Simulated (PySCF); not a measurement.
A geometry optimisation, step by step.

Compound: C2H7NOSi.
Numbering: `[CH3:1][C:2](=[O:3])[NH:4][SiH3:5]` (hydrogens: H6, H7, H8 on C1; H9 on N4; H10, H11, H12 on Si5)

Computed by this run: PBE0-D3(BJ)/def2-SVP geometry optimisation, gas phase in PySCF; density fitting, grid level 1; the optimiser is geomeTRIC in internal coordinates, started from a GFN2-xTB structure with every atom displaced at random (about 0.01 Å). The frame can shift and turn from step to step; on so coarse a grid that alone can change the energy by a few meV, and forces under 0.02 eV/Å are noise.

Step 0: E = -13587.2281 eV, largest atomic force 2.365 eV/Å
```
atom  x, y, z in Å  |  force x, y, z in eV/Å
C1      1.987    0.250    0.278   -1.278   1.935   0.018
C2      0.462    0.332    0.426    1.659   0.503   0.781
O3     -0.127    1.021    1.242    0.197   0.236   0.219
N4     -0.237   -0.414   -0.413   -2.350   0.127   0.226
Si5    -2.007   -0.260   -0.176    1.071   0.030   0.405
H6      2.243    0.637   -0.718    0.146  -0.092  -0.064
H7      2.449    0.896    1.029    0.095  -0.001   0.123
H8      2.326   -0.746    0.378    0.538  -1.520   0.119
H9      0.186   -0.984   -1.080    0.998  -1.147  -1.352
H10    -2.339   -0.729    1.181   -0.253  -0.076   0.180
H11    -2.526   -1.161   -1.192   -0.458  -0.450  -0.540
H12    -2.378    1.129   -0.420   -0.364   0.456  -0.115
```

Step 1: E = -13587.4130 eV, largest atomic force 0.486 eV/Å
```
atom  x, y, z in Å  |  force x, y, z in eV/Å
C1      1.964    0.286    0.242    0.191  -0.433   0.111
C2      0.475    0.359    0.461   -0.157  -0.128  -0.289
O3     -0.042    1.054    1.312   -0.070  -0.006   0.020
N4     -0.304   -0.400   -0.386    0.276  -0.167  -0.118
Si5    -2.065   -0.319   -0.232   -0.114   0.115   0.092
H6      2.227    0.638   -0.766   -0.008   0.031  -0.059
H7      2.468    0.909    0.987    0.013   0.031   0.025
H8      2.327   -0.761    0.335   -0.134   0.349  -0.031
H9      0.161   -0.992   -1.078   -0.168   0.252   0.266
H10    -2.535   -0.778    1.105    0.046  -0.034  -0.019
H11    -2.596   -1.237   -1.287    0.093   0.020   0.026
H12    -2.566    1.063   -0.482    0.032  -0.030  -0.025
```

Step 2: E = -13587.4228 eV, largest atomic force 0.340 eV/Å
```
atom  x, y, z in Å  |  force x, y, z in eV/Å
C1      1.957    0.283    0.249    0.041  -0.039   0.059
C2      0.461    0.354    0.433    0.060  -0.227  -0.246
O3     -0.083    1.042    1.273   -0.046   0.086   0.083
N4     -0.299   -0.412   -0.415    0.092   0.040   0.068
Si5    -2.053   -0.309   -0.218   -0.113   0.056   0.048
H6      2.237    0.633   -0.757   -0.006   0.012   0.003
H7      2.443    0.911    1.004    0.000   0.011  -0.009
H8      2.315   -0.755    0.352   -0.038   0.056  -0.005
H9      0.158   -0.998   -1.106   -0.007   0.058   0.046
H10    -2.488   -0.777    1.126    0.013  -0.024  -0.013
H11    -2.591   -1.226   -1.267    0.000  -0.013  -0.013
H12    -2.545    1.075   -0.463    0.005  -0.016  -0.022
```

Step 3: E = -13587.4238 eV, largest atomic force 0.094 eV/Å
```
atom  x, y, z in Å  |  force x, y, z in eV/Å
C1      1.963    0.279    0.250   -0.029   0.028  -0.054
C2      0.466    0.355    0.427    0.016   0.013   0.018
O3     -0.066    1.053    1.268   -0.068   0.035   0.044
N4     -0.305   -0.404   -0.412    0.040   0.043   0.063
Si5    -2.063   -0.309   -0.216    0.016   0.017   0.010
H6      2.247    0.627   -0.756    0.008  -0.004   0.009
H7      2.447    0.911    1.004   -0.027  -0.002  -0.011
H8      2.314   -0.756    0.359    0.029  -0.068   0.001
H9      0.150   -0.985   -1.103    0.027  -0.054  -0.072
H10    -2.493   -0.791    1.124    0.003  -0.002   0.003
H11    -2.584   -1.229   -1.270   -0.015  -0.007  -0.006
H12    -2.564    1.070   -0.464   -0.001   0.001  -0.004
```

Step 4: E = -13587.4244 eV, largest atomic force 0.052 eV/Å
```
atom  x, y, z in Å  |  force x, y, z in eV/Å
C1      1.960    0.279    0.249   -0.010   0.027   0.012
C2      0.465    0.355    0.429   -0.038  -0.017  -0.031
O3     -0.077    1.051    1.267    0.023   0.015   0.022
N4     -0.301   -0.406   -0.413    0.005  -0.001   0.015
Si5    -2.059   -0.308   -0.215    0.009   0.007   0.004
H6      2.245    0.626   -0.756   -0.001   0.001   0.004
H7      2.444    0.911    1.003    0.004   0.002  -0.001
H8      2.313   -0.757    0.358    0.006  -0.018   0.003
H9      0.155   -0.986   -1.106    0.005  -0.014  -0.024
H10    -2.487   -0.789    1.126    0.002  -0.002   0.000
H11    -2.586   -1.228   -1.268   -0.004  -0.001   0.001
H12    -2.559    1.072   -0.463    0.000  -0.001  -0.005
```

Step 5: E = -13587.4244 eV, largest atomic force 0.054 eV/Å
```
atom  x, y, z in Å  |  force x, y, z in eV/Å
C1      1.958    0.281    0.251    0.009  -0.019  -0.001
C2      0.462    0.351    0.425    0.051  -0.010  -0.014
O3     -0.078    1.047    1.265   -0.031  -0.019  -0.022
N4     -0.300   -0.411   -0.419   -0.011   0.016   0.029
Si5    -2.056   -0.307   -0.214   -0.021  -0.003  -0.001
H6      2.245    0.630   -0.753    0.002   0.000  -0.004
H7      2.436    0.914    1.006    0.003   0.001   0.002
H8      2.315   -0.755    0.360   -0.004   0.014  -0.002
H9      0.155   -0.992   -1.113   -0.001   0.023   0.018
H10    -2.480   -0.784    1.130    0.001  -0.002  -0.003
H11    -2.594   -1.226   -1.263    0.001   0.001   0.002
H12    -2.552    1.074   -0.462    0.001  -0.002  -0.005
```

Step 6: E = -13587.4246 eV, largest atomic force under 0.02 eV/Å
```
atom  x, y, z in Å  |  force x, y, z in eV/Å
C1      1.960    0.280    0.250   -0.002   0.001   0.000
C2      0.464    0.353    0.426    0.003  -0.005  -0.002
O3     -0.077    1.048    1.266   -0.002   0.002   0.000
N4     -0.301   -0.408   -0.416    0.001  -0.003   0.005
Si5    -2.058   -0.307   -0.215   -0.001   0.001   0.002
H6      2.245    0.629   -0.754    0.001  -0.001  -0.001
H7      2.440    0.913    1.004    0.000   0.000   0.000
H8      2.315   -0.756    0.359    0.000   0.000   0.000
H9      0.155   -0.988   -1.110    0.000   0.004  -0.003
H10    -2.484   -0.786    1.128    0.000   0.000   0.000
H11    -2.591   -1.228   -1.264    0.000   0.000   0.001
H12    -2.556    1.073   -0.464    0.000   0.000  -0.003
```

**Question.** Summarise the path.

**Answer.** The energy falls by 0.1965 eV from step 0 to step 6; nine tenths of that is first reached at step 1. It never rises by more than 0.2 meV. The largest force goes from 2.365 to under 0.02 eV/Å. Among the bonds C2–N4 changes most (a near tie, within 0.001 Å, with another), from 1.324 to 1.369 Å; the atoms move by 0.071 Å rms after alignment.

What follows is the cost of the whole optimisation. Time: 18 s; peak memory 0.45 GiB. Hardware: one thread, Intel Xeon 6975P-C (x86_64), shared host with 192 logical CPUs at a one-minute load of 63.
